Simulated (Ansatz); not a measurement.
System: CH₆BN₂O, charge 0, multiplicity 2. It need not be the lowest isomer of its formula. SMILES: NB(OC)[NH]
Geometry from a B3LYP-D3(BJ)/def2-TZVP (Ansatz, a first-principles code) optimisation:
```xyz
11

C      1.8697    -0.3567    -0.0926
O      0.5269    -0.6532    -0.4438
B     -0.5216     0.0996     0.0330
N     -0.3073     1.1660     1.0088
N     -1.8248    -0.2401    -0.3807
H      2.1889     0.6015    -0.5137
H      2.4987    -1.1436    -0.5063
H      2.0025    -0.3267     0.9915
H      0.0537     2.0394     0.6224
H     -1.9957    -0.9922    -1.0254
H     -2.6486     0.2081    -0.0240
```
Charge 0, spin multiplicity 2.

Atomisation energy built up term by term with Ansatz (kcal/mol; UHF references for open shells; valence terms freeze the core; atomic spin-orbit terms are left out). CBS marks a two-point X^-3 extrapolation of the correlation energy; Hartree-Fock from the larger set.

| term | basis | kcal/mol |
|---|---|---|
| Hartree-Fock | cc-pVQZ | 718.07 |
| CCSD correlation | CBS(cc-pVTZ,cc-pVQZ) | [?] |
| (T) | CBS(cc-pVTZ,cc-pVQZ) | [?] |
| core correlation | cc-pwCVTZ | 4.15 |
| scalar relativity (X2C) | cc-pVTZ-DK against cc-pVTZ | -1.04 |
| sum: De |  | [?] |

Q: What belongs in the gaps?

A: 
- CCSD correlation, kcal/mol: 270.87
- (T), kcal/mol: 16.95
- sum: De, kcal/mol: 1009.0
